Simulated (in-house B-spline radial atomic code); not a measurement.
Successive ionisation energies of palladium; each step leads to the configuration of the next row (after the last: [Ne] 3s2 3p2). NIST's values go from ground level to ground level; the uncertainty of those that are theory runs from under 0.1 % in few-electron ions to several per cent in heavy many-electron ones. Computed with a radial B-spline atomic code at the basis-set limit: non-relativistic Hartree-Fock, average of the configuration, point nuclei.

This level leaves out relativity, spin-orbit splitting included, which matters for heavy ions.

```
  ion  configuration  ionisation energy (eV)  tabulated value (eV)    tabulated kind  computed minus tabulated (eV)  highest orbital  largest mean radius (bohr)
Pd26+       [Ar] 3d2                  1360.4                  1366  tabulated theory                           -5.6               3d                     0.35928
Pd27+       [Ar] 3d1                  1435.5                  1438  tabulated theory                           -2.5               3d                     0.35621
Pd28+   [Ne] 3s2 3p6                  1639.0                  1644    semi-empirical                           -5.0               3p                     0.35318
Pd29+   [Ne] 3s2 3p5                  1706.5                1706.2    semi-empirical                            0.3               3p                     0.35088
Pd30+   [Ne] 3s2 3p4                  1774.8                1781.3    semi-empirical                           -6.5               3p                      0.3486
Pd31+   [Ne] 3s2 3p3                  1844.0                  1869    semi-empirical                          -25.0               3p                     0.34636
```

(1) How far is this level of theory from the measured and semi-empirical values?

## Answers

(1) Over those 4 rows the differences run from -25 to +0.265 eV (mean absolute value 9.2 eV). The calculation leaves out relativity, correlation and, in open shells, the multiplet splittings that an average leaves out.
